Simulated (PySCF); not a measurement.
CH$_{9}$AlO$_{2}$Si$_{2}$, triplet, at the geometry of the source list (a higher spin typed on purpose: for a closed-shell molecule this is an excited state). Base run: MP2/6-31G* (PySCF).

Here is a job for PySCF.
```python
from pyscf import gto, scf, mp

mol = gto.Mole()
mol.atom = '''
    Al    0.233200    0.341400    0.330500
    C     1.062400    1.710500    1.504600
    H     1.718800    1.275400    2.256400
    H     0.288800    2.282900    2.017200
    H     1.643600    2.424700    0.920000
    O    -0.892300    0.821200   -0.819400
    Si   -1.968600    1.221900   -1.971500
    H    -3.294700    0.889700   -1.445500
    H    -1.650000    0.459900   -3.184500
    H    -1.815700    2.663100   -2.189200
    O     0.607800   -1.293600    0.447100
    Si    0.946900   -2.881100    0.516100
    H    -0.285100   -3.571500    0.904000
    H     1.993500   -3.053900    1.525600
    H     1.411400   -3.290800   -0.811400
'''
mol.basis = '6-31g*'
mol.charge = 0
mol.spin = 2
mol.verbose = 5
mol.build()

mf = scf.UHF(mol)
mf.kernel()

pt = mp.MP2(mf, frozen=18)
pt.kernel()
print('E(MP2) = %.10f' % pt.e_tot)
mf.analyze()
```

The base run was repeated with changes; each row names its change, and settings that it needs were set with it.

```tsv
change	basis functions	E (Eh)	MP2 correlation (Eh)	SCF-reference HOMO (eV)	SCF-reference dipole (D)	core-seconds (rough)	outcome
base	114	-1013.19650	-0.67671	-3.57	4.11	7	converged
basis = STO-3G	51	-	-	-	-	-	not converged
basis = 3-21G	84	[?]	[?]	[?]	[?]	2	converged
basis = pcseg-0	84	-	-	-	-	-	not converged
basis = 6-31G	84	[?]	[?]	[?]	[?]	3	converged
basis = def2-SV(P)	114	-1012.83346	-0.68308	-3.56	4.21	7	converged
basis = 6-31+G*	138	-1013.23730	-0.68837	-3.80	2.59	10	converged
basis = def2-SVP	141	-1012.92689	-0.75303	-3.54	4.24	10	converged
basis = 6-31G**	141	-1013.27022	-0.73532	-3.56	4.12	20	converged
basis = cc-pVDZ	141	[?]	[?]	[?]	[?]	10	converged
basis = pcseg-1	141	-1013.20392	-0.74378	-3.66	3.64	10	converged
basis = pc-1	141	-1013.24780	-0.74984	-3.57	3.76	10	converged
```

Problem. What belongs in the gaps?

Solution. 
- basis = 3-21G, E (Eh): -1007.58099
- basis = 3-21G, MP2 correlation (Eh): -0.45530
- basis = 3-21G, SCF-reference HOMO (eV): -3.11
- basis = 3-21G, SCF-reference dipole (D): 3.58
- basis = 6-31G, E (Eh): -1012.78668
- basis = 6-31G, MP2 correlation (Eh): -0.46216
- basis = 6-31G, SCF-reference HOMO (eV): -3.38
- basis = 6-31G, SCF-reference dipole (D): 3.34
- basis = cc-pVDZ, E (Eh): -1013.32109
- basis = cc-pVDZ, MP2 correlation (Eh): -0.75825
- basis = cc-pVDZ, SCF-reference HOMO (eV): -3.64
- basis = cc-pVDZ, SCF-reference dipole (D): 4.25

Totals compare only among sets that treat the same electrons; sets with core potentials leave the core out.

Open shells are given as the SCF converged; they aren't shown to be the lowest states, and a large step between rows can be another state.
